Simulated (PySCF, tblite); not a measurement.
Problem. Give a GFN2-xTB geometry of `PCC/P=P\C(=O)OC`.

Solution. 
```
atom  x, y, z in Å
C1     2.7011    0.8621    0.5765
O2     2.2279   -0.4409    0.2396
C3     1.4694   -0.5795   -0.8438
O4     1.1142    0.2963   -1.5840
P5     1.1000   -2.3800   -1.0560
P6    -0.6836   -2.6157   -0.1090
C7    -1.2167   -0.9204    0.5165
C8    -1.9593   -0.1574   -0.5743
P9    -2.5345    1.5275   -0.0308
H10    3.7903    0.8407    0.5667
H11    2.3295    1.5877   -0.1487
H12    2.3430    1.1059    1.5768
H13   -1.8844   -1.0928    1.3656
H14   -0.3636   -0.3439    0.8813
H15   -1.3201   -0.0039   -1.4493
H16   -2.8377   -0.7202   -0.9050
H17   -2.9836    1.1194    1.2276
H18   -1.3008    1.9216    0.4893
```

Any rigid rotation of these coordinates is as good. Atoms count from 1 in this order. The C–P distances run from 1.850 Å (C3–P5, drawn single) to 1.884 Å (P6–C7, drawn single), a spread of 0.034 Å. P9 (phosphine phosphorus) is pyramidal (angles 95.6°, 95.2° and 91.8°, sum 282.6°, 0.81 Å off the plane of its three neighbours). P5 (phosphorus bonded to C and P) is bent (angle 103.6°). The 3 C–O bonds span 1.200 Å (C3=O4, drawn double) to 1.427 Å (C1–O2, drawn single), a spread of 0.227 Å.

Bonds between heavy atoms (Å): C1–O2 1.427, O2–C3 1.330, C3=O4 1.200, C3–P5 1.850, P5=P6 2.033, P6–C7 1.884, C7–C8 1.524, C8–P9 1.862.

The geometry is computed with GFN2-xTB (gas phase).

Point group: C1 (no symmetry element, even within 0.4 Å). Its lowest GFN2-xTB frequency is 2i cm⁻¹, too small to tell a flat minimum from a shallow saddle. One conformer, not necessarily the lowest (C1–O2–C3–O4 -1°, O2–C3–P5–P6 94°, P5–P6–C7–C8 86°, P6–C7–C8–P9 180°, C7–C8–P9–H -43° and 50°). 3 starts were optimised and ended at 0.00, 1.26 and 3.36 kcal/mol (GFN2-xTB); the lowest of these is shown.
